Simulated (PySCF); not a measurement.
## PBE on Mg+ (magnesium, charge +1)

Configuration: [Ne] 3d1, 2D determinant (an excited configuration). All numbers are calculated (PySCF 2.14, the spin-free X2C one-electron Hamiltonian (Gaussian nucleus), in x2c-QZVPPall with one added diffuse shell each of s, p, d, f type (10s7p6d3f, 82 functions)).

```json
{
 "Total energy": "-199.6740 hartree",
 "One-electron energy": "-273.9819 hartree",
 "Hartree (Coulomb) energy": "90.4001 hartree",
 "Exchange-correlation energy": "-16.0922 hartree",
 "⟨S²⟩": "0.7500",
 "⟨L²⟩": "6.000",
 "Sum of ⟨r⟩": "10.68 bohr",
 "Sum of ⟨r²⟩": "32.55 bohr²",
 "Traceless quadrupole moment −½Σ⟨3z² − r²⟩ along its main axis": "7.93 e·bohr²",
 "Langevin diamagnetic susceptibility": "-25.8 ×10⁻⁶ cm³/mol"
}
```

| shell | electrons | mean orbital energy (eV) | spread (eV) | rms radius, mean of both spins (bohr) |
| --- | --- | --- | --- | --- |
| 1s β | 1 | -1273.4 | 0 | 0.152 |
| 1s α | 1 | -1273.4 | 0 | 0.152 |
| 2s α | 1 | -93.483 | 0 | 0.762 |
| 2s β | 1 | -93.467 | 0 | 0.762 |
| 2p α | 3 | -60.233 | 0.046 | 0.774 |
| 2p β | 3 | -60.214 | 0.066 | 0.774 |
| 3d α | 1 | -5.094 | 0 | 5.27 |

The outer electron is Rydberg-like, and this basis confines it to a smaller radius and binds it less than a complete one would.
